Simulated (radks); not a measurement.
Q: These are the eigenvalues of the occupied orbitals of an atom or ion with whole-number occupations (Ry). Method: scalar-relativistic Kohn-Sham, r2SCAN, spin-polarised, spherical densities, finite nucleus; meta-GGA in the generalised Kohn-Sham scheme; Fermi nuclear charge, rms radius of each element as measured or else 0.836 A^(1/3) + 0.57 fm; computed with a radial shooting solver on a logarithmic mesh with Libxc functionals.

| orbital | eigenvalue |
|---|---|
| 1s | -3409.366 |
| 2s | -633.1379 |
| 2p | -575.4750 |
| 3s | -205.8118 |
| 3p | -187.5057 |
| 3d | -163.1005 |

Which element is it, and in what charge state? The configuration may be excited. Open shells, if any, are filled with parallel spins first.

A: Z = 61, promethium, charge +33: Pm33+ in [Ar] 3d10. The list shows which subshells hold electrons but not how many an open one holds; the 1s level, -1704.7 hartree, gives Z - s = 58.4 by -(Z - s)^2/2, which with screening and relativity narrows Z to a few neighbours, and the depths of the outer levels then fix element, charge and occupations together.
